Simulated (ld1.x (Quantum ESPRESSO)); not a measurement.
# Plane-wave convergence, TM potential for H (Z = 1)

ld1.x (Quantum ESPRESSO) 7.5 input, shortened:

```
&input
   title='H', zed=1., rel=1, dft='PBESOL', iswitch=3,
   config='1s0.5 2p-2'
 /
 &inputp
   pseudotype=2, tm=.true., lloc=1,
   nlcc=.false.
 /
2
1S  1  0   0.50   0.00  1.30  1.30  0.0
2P  2  1  -2.00   0.20  1.30  1.30  0.0
 &test
   configts(1)='1s0.5'
 /
```

The pseudo-atom Hamiltonian at the reference potential is diagonalised in spherical Bessel functions j_l(qr) that vanish at 20 bohr, with q² up to the cutoff. All-electron valence levels (Ry): 1s -0.9131.

Problem. How do the lowest levels (Ry) of each channel move with the cutoff, and are there ghosts?

Solution.

```
cutoff (Ry)     s #1     s #2     p #1     d #1    f #1  Σ f·Δε (mRy)
          8  -0.8469  -0.1198  -0.1159  -0.0091  0.0428          33.1
         10  -0.8655  -0.1218  -0.1161  -0.0091  0.0428          23.8
         15  -0.8899  -0.1244  -0.1162  -0.0091  0.0428          11.6
         18  -0.9005  -0.1255  -0.1162  -0.0091  0.0428           6.3
         25  -0.9083  -0.1263  -0.1163  -0.0091  0.0428           2.4
         30  -0.9110  -0.1265  -0.1163  -0.0091  0.0428           1.0
         40  -0.9127  -0.1267  -0.1163  -0.0091  0.0428           0.1
         45  -0.9128  -0.1267  -0.1163  -0.0091  0.0428           0.1
        400  -0.9130  -0.1267  -0.1163  -0.0091  0.0428           0.0
```

Result: no extra level below or beside the all-electron valence levels (s, p, d, f tested); 10 mRy is reached at 18 Ry and 1 mRy at 35 Ry.
